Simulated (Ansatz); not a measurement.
Consider the ligand exchange at the Sb–O bond: `[NH2][SbH][OH]` + CH₃OH → `C[O][SbH][NH2]` + H₂O.

Program: Ansatz. Geometries: PBE0-D4/def2-TZVP. ΔE: electronic, gas phase. CCSD(T)/CBS is the MP2 limit (def2-TZVPP, def2-QZVPP) plus CCSD(T) − MP2 in def2-TZVPP, frozen cores. This one scheme is used for every species. DFT in def2-TZVPP. B3LYP here is the variant with VWN-RPA as its local correlation; programs differ in this. Elements past krypton have def2 core potentials. For Sb outer-core shells are correlated without core-valence functions, which leaves a few kJ/mol of doubt a bond. One conformer a species, not always the lowest.

`[NH2][SbH][OH]`:

Z-matrix (Å, degrees):
```
N
Sb 1 2.009
H 1 1.008 2 119.1
H 1 1.008 2 116.3 3 -137.1
O 2 1.970 1 97.6 3 -79.8
H 2 1.715 1 96.2 3 9.6
H 5 0.961 2 111.0 1 -87.2
```

CH₃OH:

Z-matrix (Å, degrees):
```
C
O 1 1.409
H 1 1.097 2 112.4
H 1 1.090 2 107.0 3 -118.5
H 1 1.097 2 112.4 3 123.0
H 2 0.959 1 108.5 3 -61.6
```

`C[O][SbH][NH2]`:

```xyz
10

C    -1.687    0.293    0.233
O    -0.756   -0.753    0.336
Sb    0.671   -0.865   -1.029
N     2.094    0.317   -0.237
H    -2.508    0.092    0.927
H    -1.250    1.264    0.504
H    -2.116    0.385   -0.775
H     1.284   -2.250   -0.235
H     2.244    0.224    0.759
H     2.023    1.294   -0.482
```

H₂O:

Cartesian coordinates in Å:
```
O -0.228 -0.005 0.316
H -0.100 0.719 -0.301
H 0.328 -0.714 -0.015
```

```
         level  ΔE (eV)
         B3LYP    -0.01
MP2/def2-TZVPP    -0.12
```

Task: What does CCSD(T)/CBS give? (Best estimate.)

Result: The calculation gave: -0.09 eV. The listed levels differ from it by 0.08, -0.03 eV.

Largest T1 diagnostic among the species: 0.014.

The D4 term adds −0.06 eV with B3LYP and −0.04 eV with PBE0; it sums over pairs of atoms, weighted by their polarisabilities, and B3LYP, whose exchange is more repulsive, gets the larger term. In def2-TZVPP, CCSD(T) changes the Hartree–Fock value by −0.11 eV (the triples alone add −0.02 eV) and MP2 by −0.13 eV.
